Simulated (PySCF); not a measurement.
# Radial density of Li⁺ (lithium, charge +1)

UHF, 1s2, closed-shell 1S. Calculation: PySCF 2.14, in pcseg-2 (4s2p1d, 15 functions); the non-relativistic Hamiltonian (point nucleus).

| r (bohr) | 4πr²ρ (e/bohr) |
| --- | --- |
| 0.00682 | 0.007707 |
| 0.0115 | 0.02143 |
| 0.0193 | 0.05809 |
| 0.0325 | 0.1512 |
| 0.0546 | 0.3751 |
| 0.0918 | 0.8480 |
| 0.154 | 1.659 |
| 0.260 | 2.549 |
| 0.437 | 2.687 |
| 0.735 | 1.575 |
| 1.24 | 0.3665 |
| 2.08 | 0.01786 |
